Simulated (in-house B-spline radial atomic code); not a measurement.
Results of a calculation; reference values are marked as such.
# Ca in an electron gas of r_s = 2.4: phase shifts, screening, friction and resistivity

A nucleus sits in a uniform electron gas with a rigid positive background. The Kohn-Sham equations are solved self-consistently in the spin-unpolarised LDA (PW92), non-relativistic, on B-splines with outgoing waves at the boundary and partial waves to l = 8. The model has no lattice, no bands and no magnetic solution. Atomic units; δ_l are the phase shifts at the Fermi level, counted so that each bound state adds π, and good to about 0.0005.

The density parameter is r_s = 2.4 bohr, near that of the valence electrons of In (3 per atom, density 7.31 g/cm³, mass 114.82 u, which gives r_s = 2.41).

```
l  δ_l (rad)
0     8.6958
1     6.0788
2     0.8846
3     0.0084
4    -0.0001
5     0.0000
6    -0.0002
7    -0.0001
8    -0.0002
```

Bound levels below the band bottom (hartree): s -143.4, s -14.47, p -11.71, s -1.184, p -0.524.

Question: Check the Friedel sum rule, and say where the screening charge sits.

Answer: k_F = (9π/4)^(1/3)/r_s = 0.79965. The rule is Z = (2/π) Σ (2l + 1) δ_l. The terms are s 5.536, p 11.610, d 2.816, f 0.037 and -0.005 beyond, in all 19.993 against Z = 20. Bound states hold 6 s, 12 p, 0 d electrons, so the scattering states carry 1.99 in all; where a term is smaller than its bound count, the bound level has drawn weight out of the band.

Question: Find the transport cross section and the electronic stopping of a 10 keV Ca ion (mass 40.08 u).

Answer: σ_tr = (4π/k_F²) Σ (l + 1) sin²(δ_l − δ_(l+1)). The terms for l = 0 to 3 are 0.2509, 1.5705, 1.7709, 0.0003, all together 3.5926, so σ_tr = 19.652 × 3.5926 = 70.603 bohr². With n = 3/(4π r_s³) = 0.01727, the friction coefficient is Q = n k_F σ_tr = 0.9750. For v well below v_F = 0.800, dE/dx = Q v; with 24801 eV per u at v = 1, v = √(10000/(24801 × 40.08)) = 0.1003, so dE/dx = 0.09779 hartree/bohr = 50.3 eV/nm. The largest term couples the d and f waves.

Question: What residual resistivity would 1 atomic per cent of such centres give in In?

Answer: Δρ = k_F n_i σ_tr/n in atomic units of 21.74 μΩ·cm. With one host atom per 3 electrons, n_i/n = 0.01/3, so Δρ = 0.7996 × 0.00333 × 70.603 × 21.74 = 4.09 μΩ·cm. This is an atom added to the gas, as on an interstitial site.

Question: On a substitutional site the background of one host ion, a sphere holding 3 charges, is taken out. The phase shifts for l = 0 to 4 become 8.3537, 5.8206, 0.2352, -0.0284, -0.0079. What follows?

Answer: The Friedel sum is now 17.00, for Z − 3 = 17. The sum in σ_tr is 1.3580, so σ_tr = 26.69 bohr² and Δρ = 1.55 μΩ·cm per atomic per cent, 0.38 times the value above. A real host ion scatters too, so this model doesn't give zero even for the host's own atom.
